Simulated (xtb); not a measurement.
Input file for xtb: GFN1-xTB on CH8Ge (a complex).

```
$ xtb mol.xyz --gfn 1 --sp --chrg 0 --uhf 0
10

C      0.10154463    -0.06870056    -0.20314418
H     -0.57459387    -0.84581333     0.15010535
H      0.16497005    -0.10926554    -1.28954688
H     -0.27483586     0.90662026     0.10205640
H      1.09077818    -0.22655384     0.22404995
Ge    -0.10153450     0.06868751     3.60219950
H      0.50993495     1.37855715     3.08510093
H     -0.19727010     0.11971945     5.13477870
H      0.78696216    -1.11182431     3.18528012
H     -1.50605679    -0.11149435     3.00902848
```

Predict the final total energy.

-8.0840 hartree.
